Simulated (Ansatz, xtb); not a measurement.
## Relative energy of two isomers of C7H7FO

Structure a: `C#C/C(C(C)=O)=C(/C)F`, a singlet. Structure b: `C#C/C(C(C)=O)=C(\C)F`, a singlet. Both are isolated molecules in the gas phase, relaxed with PBE0-D3(BJ)/def2-SVP; the shapes shown needn't be the lowest conformers.

a (Å):

```csv
atom,x (Å),y (Å),z (Å)
C,0.7523,0.6593,2.4984
C,-0.1534,0.7045,1.6920
C,-1.2016,0.7634,0.7255
C,-0.8589,1.1016,-0.6966
C,0.5969,1.3554,-0.9793
C,-2.4749,0.5100,1.1332
C,-3.7339,0.4990,0.3656
F,-2.6605,0.2219,2.4141
O,-1.6886,1.1716,-1.5786
H,1.5479,0.6168,3.2189
H,1.2001,0.4744,-0.7121
H,0.7159,1.5899,-2.0436
H,0.9699,2.1859,-0.3608
H,-4.4337,1.2239,0.8124
H,-3.5475,0.7420,-0.6844
H,-4.2004,-0.4957,0.4550
```

b (Å):

```
atom    x (Å)    y (Å)    z (Å)
   C  -0.7542  -0.9221  -0.6264
   C   0.2565  -0.2491  -0.6512
   C   1.4633   0.5108  -0.6912
   C   2.7432  -0.1723  -1.0959
   C   2.6327  -1.6361  -1.4354
   C   1.4205   1.8304  -0.3626
   C   0.2295   2.6078   0.0480
   F   2.5129   2.5628  -0.3879
   O   3.7975   0.4153  -1.1463
   H  -1.6474  -1.5184  -0.6044
   H   2.2380  -2.2032  -0.5784
   H   1.9245  -1.7887  -2.2643
   H   3.6256  -2.0100  -1.7118
   H   0.0865   3.4521  -0.6453
   H   0.3994   3.0369   1.0486
   H  -0.6719   1.9863   0.0623
```

Question: Estimate E(b) − E(a) at the level CCSD(T)/def2-SVP + ΔMP2/def2-TZVPP.

Answer: Calculated at CCSD(T)/def2-SVP + ΔMP2/def2-TZVPP: E(b) − E(a) = +2.1 kcal/mol, so structure a lies lower.

The same difference at several levels:

```tsv
level	geometry	E(b) − E(a) (kcal/mol)	departure from the last row (kcal/mol)	job, with rough time for the two
GFN2-xTB	GFN2-xTB	+2.2	+0.1	optimisation, 0.34 s
HF/STO-3G	GFN2-xTB	−0.1	−2.2	single point, 0.88 s
r2SCAN-D4/def2-SVP	GFN2-xTB	+2.4	+0.2	single point, 9.9 s
PBE0-D3(BJ)/def2-SVP	PBE0-D3(BJ)/def2-SVP	+2.8	+0.6	optimisation, 3.5 min
HF/def2-SVP	PBE0-D3(BJ)/def2-SVP	+2.3	+0.2	part of the CCSD(T) run
MP2/def2-SVP	PBE0-D3(BJ)/def2-SVP	+2.4	+0.2	part of the CCSD(T) run
CCSD(T)/def2-SVP	PBE0-D3(BJ)/def2-SVP	+2.5	+0.4	single point
CCSD(T)/def2-SVP + ΔMP2/def2-TZVPP	PBE0-D3(BJ)/def2-SVP	+2.1		single point, 6.3 min
```

As drawn, both hold the same kinds of bond in the same numbers.

HF/STO-3G finds them nearly level. The largest departure from CCSD(T)/def2-SVP + ΔMP2/def2-TZVPP is that of HF/STO-3G, 2.2 kcal/mol. The last row adds to CCSD(T) the change of the MP2 difference between the two basis sets, here −0.4 kcal/mol.

With thermal terms from frequencies at re-optimised GFN2-xTB minima (ideal gas, soft modes damped towards free rotors, one conformer each, 298.15 K, 1 atm): the zero-point term adds +0.1 kcal/mol; ΔH is +2.2 and ΔG +2.3 kcal/mol.

The correlated steps freeze 9 core orbitals. Run with Ansatz 0.2.0, xtb 6.7.1; the last row on 2 threads of Arm Neoverse V1 on a shared host.
